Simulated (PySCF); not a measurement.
# SnO⁺: energy against distance

Set-up: PySCF, scalar-relativistic core potentials, basis sets Sn aug-cc-pVDZ-PP with ECP28, O aug-cc-pVDZ. Energies in eV from Sn⁺ + O in their ground configurations at the same level. State: ²Π (doublet), unpaired electrons π ↑.

All columns are PBE0. A positive dipole points towards O; it is taken about the centre of mass and depends on that origin.

```csv
R (Å),E (eV),μ (D),Mulliken charge on Sn (basis-dependent),HOMO (eV),LUMO (eV),Mayer bond order,⟨S²⟩
1.726,-1.884,-1.40,1.59,-15.20,-12.51,0.59,0.75
1.806,-2.584,-1.77,1.55,-15.20,-12.02,0.70,0.75
1.887,-2.962,-2.14,1.51,-15.13,-11.59,0.79,0.76
1.947,-3.093,-2.41,1.49,-15.05,-11.29,0.85,0.76
2.007,-3.127,-2.67,1.46,-14.93,-11.03,0.90,0.76
2.067,-3.087,-2.91,1.44,-14.61,-10.81,0.94,0.76
2.147,-2.950,-3.23,1.42,-14.22,-10.56,0.98,0.76
2.248,-2.689,-3.59,1.39,-13.78,-10.35,1.02,0.77
2.368,-2.302,-3.95,1.36,-13.30,-10.21,1.05,0.79
2.529,-1.750,-4.26,1.32,-12.78,-10.14,1.06,0.86
```

A fit through these points gives, at Re = 2.002 Å, μ = -2.64 D and dμ/dR = -4.23 D/Å; the reduced mass is 14.11 u.

**Question.** How strong is the fundamental in the double-harmonic approximation, I = 42.26·(dμ/dR)²/μred km/mol?

**Answer.** I = 42.26·(-4.23)²/14.11 = 53.6 km/mol at PBE0.

⟨S²⟩ of the unrestricted solution departs from its pure value on part of the curve, where spin states mix. These are scalar-relativistic numbers at best; spin–orbit coupling would shift them, the dissociation energy most. For an ion De counts to the pair picked by the measured ionisation energies or electron affinities, which need not be the lowest pair at this level. The state was picked by a PBE0 search and need not be the measured ground state.
